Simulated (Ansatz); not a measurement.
How methods differ on SnH3O (SMILES [OH][SnH2])

SnH3O has 5 atoms, charge 0, and is taken as a doublet. As SMILES, `[OH][SnH2]`. The shape is that of a PBE0-D4/def2-TZVP optimisation. This is one conformer, not always the lowest.

```tsv
atom	x (Å)	y (Å)	z (Å)
O	0.7074	-0.7329	0.8619
Sn	0.1045	0.3088	-0.7055
H	0.3686	-1.6313	0.8732
H	-1.6068	0.0613	-0.8459
H	0.4763	1.9204	-0.2249
```

Each level gives the energy change with the Sn2–H5 bond stretched from 1.722 to 3.445 Å (eV). The values are calculated.

| level | kind | program | value (eV) | less FCI/STO-3G |
| --- | --- | --- | --- | --- |
| UBLYP/STO-3G | GGA | Ansatz | 3.80 | +0.30 |
| UPBE/STO-3G | GGA | Ansatz | 3.83 | +0.33 |
| UBHLYP/STO-3G | global hybrid | Ansatz | 3.92 | +0.42 |
| UPBE0/STO-3G | global hybrid | Ansatz | 3.88 | +0.38 |
| UB2PLYP/STO-3G | double hybrid | Ansatz | 3.75 | +0.25 |
| UMP2/STO-3G | perturbation theory | Ansatz | 3.57 | +0.07 |
| UCCSD(T)/STO-3G | coupled cluster or CI | Ansatz | 3.51 | +0.01 |
| FCI/STO-3G | exact in the basis | Ansatz | 3.50 | 0.00 |

FCI/STO-3G is exact within its basis and frozen core, so for wave-function methods in that basis the difference is their error; functionals converge differently with the basis, so for them it is only a difference. All-electron rows without a relativistic Hamiltonian named are non-relativistic. The first shape isn't each level's own minimum. The values span 3.50 to 3.92 eV. Spin contamination of the reference (⟨S²⟩ at least 0.1 too high) touches UB2PLYP/STO-3G, UMP2/STO-3G, UCCSD(T)/STO-3G. All rows use very small basis sets, so none should be taken for the real molecule's value. In the correlated wave-function rows the outer d shell of Sn is correlated, in sets not made for it.
